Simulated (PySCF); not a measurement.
The second ionisation energy along group 10

All values are computed (PySCF 2.14, energy differences of UHF-based or UKS calculations, no spin-orbit coupling). Values in eV. The last column holds reference values (NIST; (s) semi-empirical, (t) theoretical, else measured). Unmarked ones compare directly (S terms, centres of terms, or small fine structure); those marked * lie between the lowest fine-structure levels and include a spin-orbit shift.

| element | configurations | UHF | LDA | PBE | PBE0 | MP2 (valence and next inner shell) | SCS-MP2 (valence and next inner shell) | reference |
| --- | --- | --- | --- | --- | --- | --- | --- | --- |
| Ni (aug-cc-pwCVTZ, non-relativistic) | [Ar] 3d9 → [Ar] 3d8 | 15.158 | 19.707 | 19.032 | 18.316 | 19.251 | 18.765 | 18.169 * |
| Pd (aug-cc-pwCVTZ-PP with ECP28MDF, ECP) | [Kr] 4d9 → [Kr] 4d8 | 17.353 | 20.162 | 19.675 | 19.391 | 19.567 | 19.315 | 19.43 ± 0.12 (s) * |
| Pt (aug-cc-pwCVTZ-PP with ECP60MDF, ECP) | [Xe] 4f14 5d9 → [Xe] 4f14 5d8 | 16.870 | 19.555 | 19.122 | 18.835 | 18.890 | 18.669 | 18.56 ± 0.12 * |

"Valence" correlates the outer s and p shells and, in groups 3 to 12 and the f block, the outer d or f shell, open or full, or the next shell where the ion has no valence electron left; the wider scheme adds the next inner shell.
